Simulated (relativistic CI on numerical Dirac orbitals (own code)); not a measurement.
**Mo II: what numerical and physical settings do to a radial Dirac CI calculation**

Reference input:

```
atom Mo  Z=42  charge=1  electrons=41
nucleus A=98  rms_radius_fm=4.4091
hamiltonian dirac-coulomb  breit=on  qed=on  c_scale=1
orbitals kli  potential=per-configuration
slater_scale 1
correlation none
mixing on
grid step=0.0125 r_max=100.6
scf mixing=0.4 start=green max_iterations=150 tolerance=2e-08 node_fill=0.05
configurations
  [Kr] 4d5
  [Kr] 4d4 5s
  [Kr] 4d3 5s2
  [Kr] 4d4 5p
end
```

Computed lowest total energy -4043.02836 Ha, first excitation 11191.9 cm⁻¹, 47 SCF steps. Runs with settings changed; * marks those that are bad on purpose (the QED terms keep the true α when c is scaled):

```tsv
Changed	Outcome	Lowest level	ΔE (Ha)	First excitation (cm⁻¹)	SCF steps	Message
iteration limit 30, node fill of the KLI weights 0.2, start potential thomas-fermi	converged	4d5 6S_5/2	0.00783	10893.5	45	
end of the grid at 301.8 bohr, start potential bare	converged	4d5 6S_5/2	1.13e-09	11191.9	104	
SCF tolerance 1e-10	converged	4d5 6S_5/2	1.24e-09	11191.9	57	
SCF tolerance 0.0001, speed of light × 2, nuclear radius 5.7318 fm	converged	4d5 6S_5/2	52.3	16428.6	30	
node fill of the KLI weights 50 *	converged	4d5 6S_5/2	0.828	7087.2	60	
configuration list: overfill *	refused				0	configuration [Ar] 3d10 4s2 4d11: a shell holds more than 4l+2 electrons
```

With so few configurations and no correlation, terms lie too far apart (by 10 to 50 % near neutrality), their order can be wrong, and levels of other configurations are missing.
